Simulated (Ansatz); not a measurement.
Frontier orbitals of `N[SiH2][GeH3]`.

```tsv
atom	x (Å)	y (Å)	z (Å)
N1	1.1949	-0.2350	-1.3291
Si2	-0.3110	0.3786	-0.7601
Ge3	-0.5725	-0.2645	1.5151
H4	2.0367	-0.0615	-0.8040
H5	1.3868	-0.2461	-2.3184
H6	-1.3819	-0.2200	-1.6009
H7	-0.4790	1.8631	-0.8418
H8	0.6512	0.1785	2.3414
H9	-0.7090	-1.7893	1.6621
H10	-1.8162	0.3961	2.1358
```

The species carries charge 0 and has multiplicity 1. Correlated methods include outer-core shells of Ge, which these sets cover unevenly. Scalar relativity is left out up to krypton. The geometry is a stationary point of PBE0-D4/def2-TZVP. It is one conformer, not always the lowest. Basis def2-TZVPP, the Gaussian-basis code of Ansatz.

Orbital energies of one run (eV). Highest occupied ones, from the top: -7.13, -8.08, -9.06, -9.23, -9.79, -11.05, -13.53, -14.03, -15.57, -23.29, -32.51, -32.51, -32.54, -32.58. Empty: -0.25, 0.47, 0.70, 1.15, 1.52, 1.72.

Problem. Which functional gave them?
A. BHLYP
B. B3LYP
C. ωB97X-V
D. CAM-B3LYP

Solution. B. HOMO energies: B3LYP -7.13, BHLYP -8.55, ωB97X-V -9.71, CAM-B3LYP -8.71 eV.

B3LYP here is the variant with VWN-RPA as its local correlation; programs differ in this.
